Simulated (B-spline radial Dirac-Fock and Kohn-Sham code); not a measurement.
**Dipole and non-dipole photoemission parameters of Ca²⁺ 3p3/2**

System: calcium as Ca²⁺, configuration [Ne] 3s2 3p6; threshold 49.12 eV (orbital energy of the model). Method: Dirac-Hartree-Slater photoionisation with a Latter tail; cross sections with all multipoles, angular parameters from the dipole term and its interference with E2. Computed with a radial B-spline solver.

```csv
hν (eV),σ (kb),β,γ,δ
67.4,783,0.176,0.128,0.010
68.7,795,0.242,0.131,0.008
101,886,1.106,0.054,-0.004
187,490,1.555,-0.021,0.001
200,443,1.575,-0.020,0.001
300,217,1.631,0.025,0.005
373,?,?,?,?
387,130,1.627,0.074,0.007
400,121,1.625,0.082,0.007
403,119,1.625,0.084,0.007
444,96.6,1.616,0.108,0.008
485,79.5,1.605,0.133,0.009
800,24.0,1.504,0.297,0.016
1080,11.0,1.415,0.410,0.024
1253.6,7.34,1.365,0.469,0.029
1270,7.08,1.360,0.474,0.029
1360,5.86,1.335,0.502,0.032
2150,1.55,1.151,0.689,0.057
2610,0.857,1.065,0.768,0.071
2984.4,0.563,1.003,0.820,0.083
4220,0.184,0.842,0.944,0.122
5250,0.0887,0.741,1.015,0.152
6840,0.0359,0.624,1.094,0.195
7440,0.0268,0.588,1.120,0.210
7650,0.0243,0.576,1.128,0.215
8270,0.0185,0.544,1.151,0.230
9251.7,0.0124,0.498,1.185,0.253
9790,0.0102,0.475,1.202,0.266
11600,0.00550,0.409,1.250,0.305
12000,0.00486,0.396,1.259,0.313
```

Q: Give the values at 373 eV.

A: σ = 140 kb, β = 1.629, γ = 0.066, δ = 0.006.
